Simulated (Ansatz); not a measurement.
Basis sets compared for ZrHCl₃. The state is a singlet with charge 0. Geometry r2SCAN-D4/def2-SVP. Ansatz on 4 threads of Arm Neoverse V2 on a shared host; times are rough, and most runs start from earlier orbitals.

Cartesian coordinates in Å:
```
Zr -0.006 -0.003 0.003
H 1.495 0.754 -0.719
Cl -0.298 1.077 2.046
Cl 0.507 -2.266 0.207
Cl -1.697 0.439 -1.537
```

In the def2 sets Zr takes a core potential, while STO-3G treats all electrons; there is no spin–orbit coupling.

STO-3G and 6-31G are all-electron sets without relativity, so their totals don't compare with the def2 sets.

Binding counts from free atoms (Zr triplet, H doublet, Cl doublet) in the same basis, without a counterpoise term.

| level | functions | energy (Eh) | HOMO (eV) | LUMO (eV) | binding per atom (eV) | wall time |
| --- | --- | --- | --- | --- | --- | --- |
| HF/STO-3G | 55 | -4867.8935 | -11.16 | 3.40 | – | 0.25 s |
| HF/def2-TZVP | 157 | -1425.8912 | -12.68 | 0.90 | 2.82 | 1.1 s |
| PBE-D4/def2-SVP | 90 | -1427.4939 | -7.73 | -3.48 | – | 0.85 s |
| PBE-D4/def2-TZVP | 157 | -1427.9786 | -7.79 | -3.58 | – | 1.5 s |
| r2SCAN-D4/def2-TZVP | 157 | -1428.4631 | -8.19 | -3.46 | – | 3.5 s |
| PBE0-D4/def2-SVP | 90 | -1427.5811 | -9.22 | -2.70 | 3.78 | 1.2 s |
| PBE0-D4/def2-TZVP | 157 | -1428.0610 | -9.22 | -2.75 | 3.73 | 1.9 s |

Task: Estimate the rows for PBE-D4/def2-TZVPD, r2SCAN-D4/def2-TZVPD, PBE0-D4/def2-TZVPD.

Result: 
```csv
level,functions,energy (Eh),HOMO (eV),LUMO (eV),binding per atom (eV),wall time
PBE-D4/def2-TZVPD,187,-1427.9798,-7.80,-3.61,–,2.1 s
r2SCAN-D4/def2-TZVPD,187,-1428.4643,-8.18,-3.46,–,4.6 s
PBE0-D4/def2-TZVPD,187,-1428.0623,-9.22,-2.77,3.73,2.6 s
```
